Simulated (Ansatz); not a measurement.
`CC(C)[CH2][Sn]([Cl])([Cl])[Cl]`, 17 atoms. Charge 0, multiplicity 1. Correlated methods include outer-core shells of Sn, which these sets cover unevenly. Sn takes the def2 core potential. Hardware: A = 5 threads of an AMD EPYC 7R13 on a shared host; B = 5 threads of an AMD EPYC 7R13 on a shared host and a share of an NVIDIA H100 80 GB. Correlated methods freeze the cores.

Problem. How many basis functions does each run have, and how long does it take in Ansatz? RHF-MP2/def2-QZVPP energy [B]; RKS PBE0-D4/def2-QZVPP energy [B]; RKS BLYP-D4/def2-TZVPP energy [B]; direct RPA on PBE orbitals/def2-TZVPP energy [B]; RKS r2SCAN-D4/def2-TZVPP energy and forces [B]; RKS ωB97M-V/def2-QZVPP energy [B]; RKS B97M-V/def2-TZVPP energy [B]; RKS ωB97M-V/def2-SVP energy [A]; RKS PBE0-D4/def2-TZVP relaxation (13 steps) [B]; RHF-CCSD(T)/def2-TZVPP energy [B]; RHF-CCSD(T)/def2-SVP energy [B]; RKS B2PLYP (frozen core)/def2-TZVPP energy [B]. (Best estimate.)

Solution. Ansatz gave: Other jobs shared the machine, so times are rough.

| level | job | functions | wall time | peak host memory (GiB) |
| --- | --- | --- | --- | --- |
| RKS ωB97M-V/def2-SVP | energy [A] | 181 | 11 s | 0.99 |
| RKS B2PLYP (frozen core)/def2-TZVPP | energy [B] | 426 | 11 s | 2 |
| RKS r2SCAN-D4/def2-TZVPP | energy and forces [B] | 426 | 11 s | 0.96 |
| RHF-CCSD(T)/def2-SVP | energy [B] | 181 | 13 s | 0.8 |
| RKS BLYP-D4/def2-TZVPP | energy [B] | 426 | 15 s | 0.93 |
| RKS B97M-V/def2-TZVPP | energy [B] | 426 | 16 s | 1 |
| RHF-MP2/def2-QZVPP | energy [B] | 790 | 18 s | 1.4 |
| direct RPA on PBE orbitals/def2-TZVPP | energy [B] | 426 | 19 s | 2 |
| RKS ωB97M-V/def2-QZVPP | energy [B] | 790 | 27 s | 1.5 |
| RKS PBE0-D4/def2-QZVPP | energy [B] | 790 | 29 s | 1.4 |
| RHF-CCSD(T)/def2-TZVPP | energy [B] | 426 | 35 s | 0.9 |
| RKS PBE0-D4/def2-TZVP | relaxation (13 steps) [B] | 339 | 59 s | 1.1 |
